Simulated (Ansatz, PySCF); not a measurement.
HCl4Si2 (SMILES Cl[Si](Cl)[SiH](Cl)Cl), doublet, at a GFN2-xTB geometry, atoms displaced at random by about 0.08 Å a coordinate. Base run: PBE/STO-3G, gradient in PySCF.

Input for PySCF:
```python
from pyscf import gto, scf, dft

mol = gto.M(
    atom='''
Cl    1.898721   -1.715518   -0.628039
Si    0.906690   -0.251116    0.207243
Cl    2.120284    1.488738   -0.362966
Si   -1.065019    0.189885   -0.313256
Cl   -2.106469   -1.481658    0.574485
Cl   -1.807240    1.556501    0.749990
H    -1.765228    0.377386   -1.667697
''',
    basis='sto-3g',
    charge=0,
    spin=1,
    verbose=4,
)

mf = dft.UKS(mol)
mf.xc = 'pbe'
mf.kernel()
g = mf.nuc_grad_method()
grad = g.kernel()
```

Programs used: Ansatz (an electronic-structure program), PySCF; a row that names a program was run with it.

The coordinate followed is y of atom 3.

Variants of this job, named by their change:

```
change                                                  dE/dx (Eh/bohr)  net force (Eh/bohr)
------------------------------------------------------  ---------------  -------------------
base                                                           0.010842             0.000093
conv_tol = 1e-4                                                0.010858             0.000093
grids.level = 1; grid_response = on                            0.010792             0.000000
density fitting = on                                           0.010842             0.000093
code = ansatz                                                  0.010818             0.000000
finite difference step (bohr) = 0.05; conv_tol = 1e-11         0.010746                    -
finite difference step (bohr) = 0.2; conv_tol = 1e-11          0.009705                    -
finite difference step (bohr) = 1e-3; conv_tol = 1e-11         0.010815                    -
grid_response = on                                             0.010815             0.000000
finite difference step (bohr) = 1e-5; conv_tol = 1e-11         0.010815                    -
grids.level = 1; grid_response = off                           0.010495             0.000912
finite difference step (bohr) = 0.01; conv_tol = 1e-11         0.010812                    -
```

The net force is zero for an exact gradient.

Open shells are given as the SCF converged; they aren't shown to be the lowest states, and a large step between rows can be another state.
